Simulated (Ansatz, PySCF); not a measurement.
AlCl3, SMILES [Cl][Al-]([Cl])[Cl], charge -1, multiplicity 2. Atoms are numbered in the order given.

```xyz
4

Al     0.0160     0.0025    -0.6095
Cl     1.9888     0.5566     0.2590
Cl    -0.5200    -2.0082     0.1799
Cl    -1.4862     1.4476     0.1706
```
Charge -1, spin multiplicity 2.

Coordinates come from a TPSSh-D3(BJ)/def2-SVPD optimisation.

Two levels are set side by side: PBE-D3(BJ)/def2-SVPD (Ansatz, an electronic-structure program) and TPSSh-D3(BJ)/def2-SVPD (PySCF). Each level has its own optimised geometry; the coordinates shown are those of the second. Frequencies come from the Hessian of PySCF at each geometry. Differences are taken from unrounded values.

| quantity | TPSSh-D3(BJ) | PBE-D3(BJ) | PBE-D3(BJ) minus TPSSh-D3(BJ) |
|---|---|---|---|
| mean bond length (Å) | 2.226 | 2.236 | 0.011 |
| bond Al1–Cl2 (Å) | 2.226 | 2.236 | 0.011 |
| bond Al1–Cl3 (Å) | 2.226 | 2.236 | 0.011 |
| bond Al1–Cl4 (Å) | 2.226 | 2.236 | 0.011 |
| highest harmonic wavenumber (cm⁻¹) | 435 | 423 | -12 |
| mean harmonic wavenumber (cm⁻¹) | 276 | 266 | -9 |
| zero-point energy (kcal/mol) | 2.36 | 2.29 | -0.08 |

Exact exchange shortens and stiffens bonds; PBE has none. Differences between two approximate levels are no errors against the true value.
